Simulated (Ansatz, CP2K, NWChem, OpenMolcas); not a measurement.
**CH6Ge (methyl germane): the HOMO–LUMO gap, rung by rung**

CH6Ge: 8 atoms, total charge 0, spin state singlet. SMILES: `[CH3][GeH3]`. The shape is that of a PBE0-D4/def2-TZVP optimisation.

Quantity: the HOMO–LUMO gap, in eV. The values are calculated.

```tsv
level	kind	program	value (eV)	CPU time
GFN2-xTB	semi-empirical	CP2K	8.70	under 2 s
HF/def2-SVPD	Hartree–Fock	OpenMolcas	14.17	15 s
SVWN5/def2-SVPD	LDA	OpenMolcas	7.43	29 s
revPBE/def2-SVPD	GGA	NWChem	7.41	26 s
r2SCAN/def2-SVPD	meta-GGA	NWChem	8.38	33 s
BHLYP/def2-SVPD	global hybrid	NWChem	10.96	26 s
wB97M-V/def2-SVPD	range-separated hybrid	Ansatz	12.53	63 s
B2PLYP/def2-SVPD	double hybrid	Ansatz	11.10	14 s
```

All-electron rows without a relativistic Hamiltonian named are non-relativistic. The values span 7.41 to 14.17 eV. Orbital gaps aren't excitation energies, and those of double hybrids come from the SCF part alone; they tend to grow with the share of exact exchange. Times are those of the runs behind each value, whatever else they computed, on shared processors of several kinds: orders of magnitude only.
